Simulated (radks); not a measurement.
Problem. These are the eigenvalues of the occupied orbitals of an atom or ion with whole-number occupations (eV). Calculated with a radial shooting solver on a logarithmic mesh with Libxc functionals: Dirac Kohn-Sham, PBE, spin-unpolarised, spherical densities, finite nucleus; Fermi nuclear charge, rms radius of each element as measured or else 0.836 A^(1/3) + 0.57 fm.

1s1/2: -3565.774
2s1/2: -395.8458
2p1/2: -324.6737
2p3/2: -321.7703
3s1/2: -72.3949
3p1/2: -54.9982
3p3/2: -54.6699

Which element is it, and in what charge state? The configuration may be excited. Open shells, if any, are shared by 2j + 1.

Solution. Z = 19, potassium, charge +3: K3+ in [Ne] 3s2 3p4. The list shows which subshells hold electrons but not how many an open one holds; the 1s level, -131.04 hartree, gives Z - s = 16.2 by -(Z - s)^2/2, which with screening and relativity narrows Z to a few neighbours, and the depths of the outer levels then fix element, charge and occupations together.
